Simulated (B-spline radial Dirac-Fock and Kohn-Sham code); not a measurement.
## Subshell cross sections of Ta⁶⁺, photon energy 368 eV

System: the Ta⁶⁺ ion, configuration 1s2 2s2 2p6 3s2 3p6 3d10 4s2 4p6 4d10 4f13 5s2 5p6.

These are calculated numbers from a radial finite-basis atomic code; the model is Dirac-Hartree-Slater photoionisation with all multipoles and Dirac-Fock thresholds. The asymmetry parameter β is from the dipole term alone. Kinetic energies are from the vacuum level. Open shells are spread statistically over j, without multiplet splitting.

| subshell | electrons | binding (eV) | kinetic (eV) | σ (kb) | β |
| --- | --- | --- | --- | --- | --- |
| N4 (4d3/2) | 4 | 339.3 | 28.69 | 159 | -0.89 |
| N5 (4d5/2) | 6 | 327.7 | 40.34 | 279 | -0.92 |
| N6 (4f5/2) | 5.57 | 120.4 | 247.6 | 1600 | 0.56 |
| N7 (4f7/2) | 7.43 | 118.2 | 249.8 | ? | ? |
| O1 (5s) | 2 | 163.8 | 204.2 | 41.1 | 1.83 |
| O2 (5p1/2) | 2 | 129.5 | 238.5 | 26.3 | 0.64 |
| O3 (5p3/2) | 4 | 119.1 | 248.9 | 83.2 | 0.77 |

Task: What are σ and β for N7 (4f7/2)?

Result: σ = 2090 kb, the largest of all subshells and 49 % of the total, and β = 0.58.

Run: 4.5 s of CPU time on 1 thread of Neoverse-V1 (shared host), peak memory 0.38 GiB.
